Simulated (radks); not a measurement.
Valence configurations of Al I (all share [Ne]). All-electron calculation, non-relativistic Kohn-Sham, LDA (Slater exchange, Perdew-Wang correlation), spin-polarised, spherical densities, point nucleus; open shells are filled with parallel spins first. Program: a radial shooting solver on a logarithmic mesh with Libxc functionals. Energies are relative to 3s2 3p1; eigenvalues in eV for spin up.

| valence | E (eV) | moment (Bohr magnetons) | e(3p) | e(3s) |
|---|---|---|---|---|
| 3s2 3p1 | 0.000 | 1 | -3.021 | -8.056 |
| 3s1.5 3p1.5 | 2.018 | 2 | -3.515 | -8.712 |
| 3s1 3p2 | 3.612 | 3 | -3.922 | -9.248 |
| 3s0.5 3p2.5 | 6.293 | 3 | -4.201 | -9.597 |
| 3p3 | 9.008 | 3 | -4.462 | - |

NIST lists [Ne] 3s2 3p1 as the ground configuration; this level of theory agrees among the configurations tried. The energies are those of spherical high-spin densities, not of single terms.
